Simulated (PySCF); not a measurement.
Computed shifts of a molecule C3H10Si2, PBE/pcSseg-1 in PySCF, GIAO, gas phase, atoms alike by connectivity averaged where their shifts nearly agree, in ppm (number of nuclei): ²⁹Si: -55.2 (2). ¹³C: 14.8 (1), 0.8 (2). ¹H: 4.23 (6), 0.99 (2), -0.03 (2). References: ²⁹Si against TMS (σ = 335.4 ppm); ¹³C against TMS (σ = 182.0 ppm); ¹H against TMS (σ = 31.49 ppm), references at their B3LYP-D3(BJ)/def2-TZVP geometries, non-relativistic. Geometry optimised at ωB97X-D3(BJ)/def2-SVP. One conformer was computed; it need not be the lowest.

Question: Which molecule gave these data?
(A) C1C[SiH2][SiH2]C1
(B) C/C([SiH3])=C/[SiH3]
(C) C=CC([SiH3])[SiH3]
(D) [SiH3][C@H]1C[C@@H]1[SiH3]

Answer: D, [SiH3][C@H]1C[C@@H]1[SiH3]
